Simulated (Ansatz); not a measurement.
System: P2H3, net charge 0, doublet state. It need not be the lowest isomer of its formula. 
Geometry from a B3LYP-D3(BJ)/def2-TZVP (Ansatz, an electronic-structure program) optimisation:
SMILES: [PH]P
```xyz
5

P      0.9614    -0.4387     0.4296
P     -0.8856     0.3194    -0.4691
H      1.6950     0.7069     0.0100
H     -1.0442     1.5226     0.2657
H     -1.7869    -0.4398     0.3160
```
Charge 0, spin multiplicity 2.

Computed values are from Ansatz. Valence correlation only, unless marked. Open shells are spin-unrestricted. Spin-orbit coupling is left out. No relativistic terms. CBS(X,Y): correlation extrapolated as X^-3; Hartree-Fock from the larger set. [CCSD(T)-MP2]/basis is that difference in the basis named.

| Quantity | Value |
|---|---|
| atomisation energy De | 1200.1 kJ/mol at CCSD(T)/CBS(cc-pV(T+d)Z,cc-pV(Q+d)Z) |
| vertical electron affinity (to the singlet; negative means unbound) | 1.41 eV at RI-MP2/CBS(aug-cc-pV(T+d)Z,aug-cc-pV(Q+d)Z)+[CCSD(T)-MP2]/aug-cc-pV(T+d)Z |
| total energy | -683.6198 Eh at CCSD(T)/CBS(cc-pV(T+d)Z,cc-pV(Q+d)Z) |
| dipole moment | 0.77 D at CCSD(T)/aug-cc-pV(D+d)Z |
| T1 diagnostic | 0.021 at CCSD/cc-pV(Q+d)Z |
